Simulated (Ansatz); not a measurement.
The lowest singlet and triplet of CH2S (SMILES C=S); geometries from B3LYP-D3(BJ)/def2-TZVP, each state relaxed from the structure named, with no frequency check.
Singlet (charge 0, multiplicity 1):
```xyz
4

C     -0.9886     0.1318     0.2229
S      0.5645    -0.0753    -0.1273
H     -1.5608     0.9787    -0.1523
H     -1.5402    -0.5652     0.8517
```

A positive gap puts the triplet lower; no zero-point energy. R- takes a restricted singlet. U- takes an unrestricted singlet (broken symmetry where lower, unprojected). The triplet is unrestricted in single-reference levels. Active spaces average the two states.

Cores are frozen in the correlated methods.

Codes used: Ansatz (Gaussian orbitals). Values without a source in brackets are computed.

```tsv
level	gap E(singlet) − E(triplet), vertical, at the singlet's geometry (kcal/mol)
R-HF/cc-pV(T+d)Z	-23.79
U-PBE0/def2-TZVPP	?
U-BHLYP/def2-TZVPP	?
U-B2PLYP/def2-TZVPP	-42.41
U-MP2/cc-pV(D+d)Z (spin-contaminated)	-39.02
U-SCS-MP2/cc-pV(Q+d)Z (spin-contaminated)	-39.28
U-CCSD/cc-pV(Q+d)Z (spin-contaminated)	-41.99
FIC-NEVPT4(SD) on SA-CASSCF(4,3)/cc-pV(Q+d)Z	-46.68
FIC-MRCISD+Q on SA-CASSCF(4,3)/cc-pV(Q+d)Z	-47.22
```

Some entries are withheld; supply them.


- U-PBE0/def2-TZVPP, gap E(singlet) − E(triplet), vertical, at the singlet's geometry (kcal/mol): -37.74
- U-BHLYP/def2-TZVPP, gap E(singlet) − E(triplet), vertical, at the singlet's geometry (kcal/mol): -36.51

Doubts at one or more of the structures used: a restricted determinant that unrestricted orbitals would lower (R-HF/cc-pV(T+d)Z); T1 above 0.05 (U-CCSD/cc-pV(Q+d)Z (spin-contaminated)).

Ansatz is an electronic-structure program.
